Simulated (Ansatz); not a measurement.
Geometry optimisation, Ansatz 0.2.0, RKS PBE/def2-SVPD.

The input (input.yaml):

```yaml
crystal:
  periodic: [false, false, false]
  atoms:
    - { symbol: Ga, position_ang: [-0.616601, 0.408459, 1.468041] }
    - { symbol: H, position_ang: [0.279338, -0.565423, 0.515947] }
    - { symbol: "N", position_ang: [0.012006, -0.607366, -0.542964] }
    - { symbol: H, position_ang: [0.533376, -0.098155, -1.280279] }
    - { symbol: Cl, position_ang: [-0.097941, 2.460099, 0.60964] }
    - { symbol: H, position_ang: [-0.110279, -1.597614, -0.770384] }
basis:
  gaussian: { orbitals: def2-SVPD }
hamiltonian:
  xc: pbe
relax:
  f_tol: 0.03
  max_steps: 50
```

Command:

```bash
$ ansatz run input.yaml --threads 2 --pin off --max-ram 3072MiB --backend cpu --events-out ev --progress --plain --runs-dir out
```

Problem. Where does it end, and by what steps?

Solution. It converged. The force dipped under the threshold on the way, but the program's further checks kept it going. After 16 steps the energy has fallen by 1.454 eV; H2 moved furthest, 1.04 Å. Parted: Ga1–H2.

| step | energy less start (eV) | largest force component (eV/Å) | accepted |
| --- | --- | --- | --- |
| 0 | 0.0000 | 2.978 | yes |
| 1 | -0.5699 | 2.064 | yes |
| 2 | -1.0037 | 0.549 | yes |
| 3 | -1.2100 | 0.669 | yes |
| 4 | -1.3262 | 0.960 | yes |
| 5 | -1.4074 | 0.672 | yes |
| 6 | -1.4266 | 0.343 | yes |
| 7 | -1.4453 | 0.187 | yes |
| 8 | -1.4496 | 0.191 | yes |
| 9 | -1.4519 | 0.045 | yes |
| 10 | -1.4524 | 0.023 | yes |
| 11 | -1.4521 | 0.142 | no |
| 12 | -1.4530 | 0.029 | yes |
| 13 | -1.4531 | 0.064 | yes |
| 14 | -1.4534 | 0.032 | yes |
| 15 | -1.4536 | 0.009 | yes |
| 16 | -1.4537 | 0.017 | yes |

```xyz
6
Properties=species:S:1:pos:R:3
Ga -1.019 0.566 1.503
H 0.995 -1.157 0.057
N 0.146 -0.664 -0.244
H 0.432 0.152 -0.803
Cl -0.161 2.407 0.327
H -0.393 -1.303 -0.840
```

Whether the end is a true minimum wasn't checked by a vibrational analysis.

Time of the run: 19 s on 2 threads of Intel(R) Xeon(R) Platinum 8488C (Sapphire Rapids), on a shared host, peak memory 0.17 GiB.
